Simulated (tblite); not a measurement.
Record of a relaxation.

Compound: C4H13AsSi.
SMILES with atom numbers: `[CH3:1][CH2:2][CH2:3][AsH:4][SiH2:5][CH3:6]` (hydrogens: H7, H8, H9 on C1; H10, H11 on C2; H12, H13 on C3; H14 on As4; H15, H16 on Si5; H17, H18, H19 on C6)

Computed with GFN2-xTB (tblite), gas phase: L-BFGS steps from a force-field or distance-geometry start until the largest atomic force falls under 0.01 eV/Å. 9 of its 216 geometries are shown.

Step 0: E = -523.7607 eV, largest atomic force 2.507 eV/Å
```
atom  x, y, z in Å  |  force x, y, z in eV/Å
C1     -1.957    1.305   -0.072   -1.261   1.777   0.553
C2     -2.334   -0.107   -0.394   -0.614  -0.581   1.252
C3     -1.185   -1.009   -0.759   -0.125  -1.620  -1.909
As4     0.181   -1.175    0.608    0.020   0.568   2.216
Si5     2.274   -0.651   -0.233   -0.113  -1.704  -0.454
C6      2.798    0.992    0.469   -0.340   0.776   0.663
H7     -2.926    1.824    0.227    1.059  -0.341  -0.304
H8     -1.290    1.436    0.799   -0.053  -0.410  -0.512
H9     -1.576    1.869   -0.928    0.149  -0.262   0.111
H10    -2.783   -0.525    0.557    0.229   0.215  -0.775
H11    -3.134   -0.122   -1.151    0.353  -0.029   0.050
H12    -0.736   -0.741   -1.755   -0.322  -0.022   0.716
H13    -1.634   -2.034   -0.911    0.417   0.668  -0.030
H14     0.248   -2.690    1.082    0.058   0.501  -0.979
H15     2.302   -0.652   -1.708    0.175   0.020   0.020
H16     3.200   -1.661    0.336   -0.008   0.085  -0.265
H17     2.670    1.744   -0.323    0.487  -0.010   0.533
H18     2.045    1.239    1.263    0.866   0.021  -0.407
H19     3.827    0.969    0.900   -0.977   0.347  -0.479
```

Step 27: E = -524.5477 eV, largest atomic force 0.096 eV/Å
```
atom  x, y, z in Å  |  force x, y, z in eV/Å
C1     -1.975    1.300   -0.089    0.043   0.000  -0.008
C2     -2.374   -0.145   -0.350   -0.034   0.051  -0.009
C3     -1.157   -1.009   -0.671   -0.040   0.067   0.003
As4     0.094   -1.167    0.887   -0.008   0.005   0.037
Si5     2.146   -0.701   -0.137   -0.010   0.056   0.010
C6      2.752    1.012    0.459   -0.037  -0.045  -0.009
H7     -2.833    1.909    0.186   -0.039  -0.032   0.001
H8     -1.248    1.343    0.724    0.023  -0.002   0.044
H9     -1.519    1.732   -0.977    0.029   0.017  -0.028
H10    -2.894   -0.541    0.527    0.033  -0.033   0.047
H11    -3.077   -0.179   -1.187   -0.009   0.002  -0.026
H12    -0.643   -0.576   -1.531    0.067  -0.031  -0.062
H13    -1.490   -2.010   -0.951    0.004  -0.029  -0.004
H14     0.324   -2.643    0.705   -0.011  -0.033   0.006
H15     2.124   -0.705   -1.612   -0.021   0.000  -0.008
H16     3.145   -1.708    0.257    0.028   0.003  -0.006
H17     2.679    1.768   -0.318   -0.020  -0.036   0.006
H18     2.148    1.345    1.302    0.034   0.050   0.029
H19     3.788    0.983    0.785   -0.033  -0.008  -0.022
```

Step 54: E = -524.5643 eV, largest atomic force 0.134 eV/Å
```
atom  x, y, z in Å  |  force x, y, z in eV/Å
C1     -1.885    1.299   -0.076   -0.021  -0.013   0.010
C2     -2.326   -0.123   -0.387   -0.011   0.009  -0.004
C3     -1.137   -1.036   -0.668   -0.009   0.019   0.002
As4     0.068   -1.203    0.928   -0.049  -0.047  -0.014
Si5     2.100   -0.708   -0.110    0.012   0.131   0.023
C6      2.675    1.030    0.453   -0.038  -0.020  -0.010
H7     -2.746    1.922    0.156   -0.007   0.040   0.011
H8     -1.217    1.296    0.790    0.031   0.042  -0.033
H9     -1.364    1.734   -0.928    0.030  -0.026   0.058
H10    -2.885   -0.524    0.464   -0.017   0.031   0.008
H11    -3.002   -0.104   -1.248    0.024  -0.055  -0.016
H12    -0.574   -0.656   -1.524   -0.019   0.012  -0.033
H13    -1.507   -2.030   -0.931    0.016  -0.023   0.008
H14     0.294   -2.679    0.738    0.022  -0.015   0.011
H15     1.990   -0.699   -1.583    0.039  -0.008  -0.005
H16     3.149   -1.683    0.224    0.020  -0.004   0.010
H17     2.417    1.784   -0.288    0.026  -0.032   0.039
H18     2.190    1.313    1.387    0.040  -0.021  -0.016
H19     3.750    1.079    0.610   -0.089  -0.021  -0.049
```

Step 81: E = -524.6120 eV, largest atomic force 0.060 eV/Å
```
atom  x, y, z in Å  |  force x, y, z in eV/Å
C1     -1.611    1.281   -0.053    0.004  -0.012   0.002
C2     -2.239   -0.051   -0.439    0.005   0.006  -0.009
C3     -1.198   -1.148   -0.640   -0.005   0.012   0.005
As4     0.014   -1.395    0.935   -0.003   0.027  -0.002
Si5     2.013   -0.681   -0.051    0.012   0.007   0.011
C6      2.426    1.113    0.434    0.019  -0.033   0.006
H7     -2.366    2.062    0.016   -0.010  -0.004  -0.029
H8     -1.127    1.195    0.923    0.055  -0.016  -0.017
H9     -0.868    1.579   -0.791   -0.005   0.004   0.008
H10    -2.941   -0.354    0.344    0.012  -0.001   0.009
H11    -2.810    0.071   -1.365   -0.022   0.012   0.017
H12    -0.604   -0.933   -1.533   -0.021  -0.002  -0.018
H13    -1.715   -2.096   -0.810   -0.005   0.003  -0.016
H14     0.331   -2.820    0.569    0.036  -0.020   0.007
H15     1.994   -0.745   -1.528   -0.018  -0.009   0.012
H16     3.146   -1.515    0.386    0.000  -0.017  -0.005
H17     1.637    1.799    0.144   -0.042   0.031   0.022
H18     2.568    1.198    1.509   -0.037   0.018   0.005
H19     3.340    1.448   -0.044    0.024  -0.005  -0.009
```

Step 108: E = -524.6231 eV, largest atomic force 0.065 eV/Å
```
atom  x, y, z in Å  |  force x, y, z in eV/Å
C1     -1.548    1.276   -0.124    0.005  -0.003   0.002
C2     -2.236   -0.055   -0.392    0.010  -0.007   0.001
C3     -1.222   -1.163   -0.657    0.001   0.001   0.001
As4     0.003   -1.440    0.903   -0.015   0.019   0.009
Si5     1.994   -0.663   -0.040    0.008   0.013  -0.002
C6      2.384    1.128    0.479    0.024  -0.056   0.022
H7     -2.276    2.068    0.035   -0.031   0.013  -0.001
H8     -0.926    1.198    0.771    0.001  -0.001   0.002
H9     -0.914    1.553   -0.964    0.000  -0.002  -0.012
H10    -2.844   -0.329    0.475   -0.010   0.024   0.029
H11    -2.912    0.045   -1.247    0.033   0.005  -0.014
H12    -0.650   -0.932   -1.560   -0.005  -0.026  -0.003
H13    -1.753   -2.103   -0.833   -0.013   0.011  -0.001
H14     0.356   -2.847    0.500    0.021  -0.024  -0.013
H15     1.998   -0.710   -1.517   -0.009   0.001   0.001
H16     3.122   -1.499    0.408    0.015   0.004  -0.014
H17     1.607    1.824    0.178   -0.030   0.005  -0.016
H18     2.493    1.200    1.558   -0.014   0.008   0.003
H19     3.314    1.462    0.032    0.008   0.016   0.006
```

Step 134: E = -524.6290 eV, largest atomic force 0.039 eV/Å
```
atom  x, y, z in Å  |  force x, y, z in eV/Å
C1     -1.496    1.287   -0.166    0.012  -0.007  -0.008
C2     -2.206   -0.044   -0.369   -0.008  -0.003  -0.005
C3     -1.232   -1.190   -0.625   -0.011   0.007   0.009
As4     0.028   -1.482    0.902   -0.008   0.005  -0.014
Si5     1.984   -0.653   -0.069    0.016   0.024  -0.001
C6      2.333    1.124    0.518    0.030  -0.017   0.019
H7     -2.217    2.084    0.007   -0.005  -0.001  -0.001
H8     -0.833    1.231    0.701   -0.011  -0.019  -0.011
H9     -0.905    1.543   -1.044    0.017  -0.016   0.011
H10    -2.800   -0.271    0.522    0.011  -0.002   0.006
H11    -2.899    0.043   -1.212    0.002  -0.007  -0.006
H12    -0.677   -1.014   -1.551   -0.020   0.006   0.007
H13    -1.800   -2.116   -0.755   -0.015   0.018  -0.004
H14     0.396   -2.870    0.445   -0.003  -0.018   0.012
H15     1.950   -0.654   -1.546   -0.003   0.017   0.004
H16     3.141   -1.481    0.315    0.010   0.004   0.000
H17     1.584    1.824    0.163   -0.025   0.012  -0.011
H18     2.342    1.173    1.605   -0.005   0.004  -0.003
H19     3.298    1.474    0.166    0.016  -0.007  -0.004
```

Step 161: E = -524.6341 eV, largest atomic force 0.023 eV/Å
```
atom  x, y, z in Å  |  force x, y, z in eV/Å
C1     -1.415    1.253   -0.201   -0.004   0.002  -0.005
C2     -2.194   -0.045   -0.353   -0.011  -0.001  -0.011
C3     -1.277   -1.238   -0.594   -0.004  -0.004  -0.009
As4     0.034   -1.507    0.889    0.019  -0.006   0.004
Si5     1.945   -0.598   -0.106   -0.005   0.007  -0.021
C6      2.308    1.147    0.567    0.003  -0.009   0.008
H7     -2.090    2.101   -0.109   -0.004   0.005   0.006
H8     -0.790    1.213    0.694   -0.005  -0.012  -0.002
H9     -0.774    1.414   -1.067    0.001   0.004  -0.001
H10    -2.784   -0.218    0.552    0.010   0.007   0.006
H11    -2.894    0.049   -1.189   -0.016   0.003  -0.011
H12    -0.759   -1.121   -1.550    0.015  -0.008   0.006
H13    -1.885   -2.146   -0.663   -0.006   0.003   0.008
H14     0.428   -2.880    0.407   -0.001   0.001   0.004
H15     1.859   -0.502   -1.579    0.000  -0.006   0.009
H16     3.125   -1.433    0.184   -0.001  -0.002  -0.004
H17     1.618    1.884    0.167    0.007   0.007   0.005
H18     2.223    1.168    1.651    0.007   0.006   0.008
H19     3.312    1.465    0.307   -0.003   0.002  -0.001
```

Step 188: E = -524.6354 eV, largest atomic force 0.023 eV/Å
```
atom  x, y, z in Å  |  force x, y, z in eV/Å
C1     -1.418    1.246   -0.227    0.009   0.007   0.000
C2     -2.202   -0.051   -0.365   -0.003   0.014   0.000
C3     -1.290   -1.253   -0.583   -0.015   0.011  -0.011
As4     0.033   -1.494    0.893    0.000   0.004   0.016
Si5     1.932   -0.572   -0.115   -0.005   0.010  -0.020
C6      2.336    1.149    0.597   -0.007   0.003  -0.008
H7     -2.088    2.096   -0.120   -0.001  -0.014   0.002
H8     -0.777    1.199    0.657   -0.007   0.010  -0.005
H9     -0.792    1.407   -1.103    0.010  -0.002   0.000
H10    -2.794   -0.208    0.543    0.004   0.003  -0.001
H11    -2.900    0.037   -1.203   -0.006  -0.016   0.003
H12    -0.777   -1.165   -1.545    0.000  -0.001   0.004
H13    -1.906   -2.158   -0.623    0.013  -0.004  -0.004
H14     0.440   -2.865    0.416   -0.002  -0.007   0.002
H15     1.820   -0.443   -1.584    0.000   0.003   0.019
H16     3.106   -1.427    0.133    0.008  -0.008  -0.005
H17     1.659    1.912    0.222    0.010  -0.014   0.011
H18     2.266    1.148    1.682   -0.003  -0.006   0.002
H19     3.344    1.450    0.332   -0.005   0.007  -0.004
```

Step 215: E = -524.6400 eV, largest atomic force 0.008 eV/Å
```
atom  x, y, z in Å  |  force x, y, z in eV/Å
C1     -1.448    1.240   -0.371    0.002  -0.003   0.002
C2     -2.222   -0.070   -0.393    0.002  -0.005  -0.001
C3     -1.304   -1.279   -0.540    0.003  -0.002   0.001
As4     0.035   -1.413    0.937   -0.005  -0.002   0.000
Si5     1.895   -0.497   -0.150    0.000   0.006  -0.002
C6      2.437    1.102    0.731   -0.006  -0.001   0.004
H7     -2.126    2.089   -0.326    0.002  -0.007   0.002
H8     -0.798    1.271    0.507   -0.005   0.002  -0.004
H9     -0.831    1.335   -1.263    0.002   0.002  -0.002
H10    -2.792   -0.163    0.537   -0.001   0.001   0.001
H11    -2.940   -0.055   -1.219    0.002   0.001   0.000
H12    -0.799   -1.251   -1.510    0.000   0.001   0.005
H13    -1.911   -2.190   -0.514    0.000   0.006   0.002
H14     0.457   -2.805    0.539   -0.003   0.003  -0.001
H15     1.644   -0.180   -1.571    0.007   0.001   0.002
H16     3.047   -1.417   -0.141   -0.003   0.006  -0.001
H17     1.687    1.884    0.640    0.002  -0.002  -0.005
H18     2.595    0.921    1.792    0.004  -0.005  -0.003
H19     3.363    1.488    0.319   -0.003  -0.004  -0.001
```

Question: Summarise the path.

Answer: The energy falls by 20.28 kcal/mol from step 0 to step 215; nine tenths of that is first reached at step 32. It falls at every step. The largest force goes from 2.507 to 0.008 eV/Å. Among the bonds As4–H14 changes most, from 1.589 to 1.508 Å; the atoms move by 0.683 Å rms after alignment.

Question: Follow the three bonds and two angles with the largest change from start to end.

Answer: 
```csv
step,E above end (kcal/mol),largest force (eV/Å),As4–H14 (Å),C3–As4 (Å),C1–H7 (Å),Si5–As4–H14 (°),C3–As4–H14 (°)
0,20.28,2.507,1.589,1.940,1.139,106.6,108.8
9,3.79,0.359,1.499,1.982,1.090,92.8,96.2
19,2.48,0.171,1.505,2.004,1.086,91.2,94.3
28,2.10,0.091,1.504,2.005,1.087,90.3,94.6
37,1.97,0.027,1.506,2.007,1.088,90.5,94.7
47,1.91,0.058,1.507,2.006,1.087,91.0,94.2
56,1.66,0.111,1.507,2.010,1.086,91.2,94.5
65,1.37,0.184,1.509,2.003,1.089,91.6,95.8
75,0.75,0.188,1.511,2.002,1.089,91.4,92.8
84,0.61,0.048,1.511,2.003,1.088,90.0,93.6
93,0.55,0.069,1.508,2.003,1.088,89.3,93.9
103,0.43,0.074,1.508,2.001,1.088,89.8,94.1
112,0.36,0.071,1.508,2.002,1.089,90.4,93.4
122,0.30,0.032,1.508,2.004,1.088,90.2,93.7
131,0.27,0.039,1.510,2.001,1.088,89.8,93.4
140,0.22,0.057,1.511,2.000,1.089,90.3,93.5
150,0.16,0.028,1.509,1.999,1.088,90.2,93.2
159,0.14,0.022,1.508,1.998,1.088,90.4,93.2
168,0.13,0.013,1.508,1.999,1.088,90.4,93.2
178,0.12,0.022,1.508,1.998,1.088,90.4,93.1
187,0.11,0.024,1.507,1.998,1.088,90.2,93.1
196,0.06,0.029,1.509,1.998,1.088,90.4,93.2
206,0.02,0.031,1.509,1.997,1.088,90.8,92.9
215,0.00,0.008,1.508,1.998,1.088,90.9,93.1
```

The cost below is that of the whole relaxation. Hardware: one thread of an Arm Neoverse N1, no GPU (shared host). Cost: 2.5 s.
